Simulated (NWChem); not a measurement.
# GeCl₂, singlet; SMILES [Cl][Ge][Cl]

Results from NWChem. Low-valent species are run as closed-shell singlets; no triplet was tried in these runs. Structure relaxed at the PBE-D3(BJ)/def2-SVP level.

Question: Estimate the computed values for PBE/3-21G. Quantities: highest occupied level (eV); orbital gap (eV); dipole (D).

Answer: 
```yaml
highest occupied level (eV): -7.17
orbital gap (eV): 3.08
dipole (D): 2.69
```
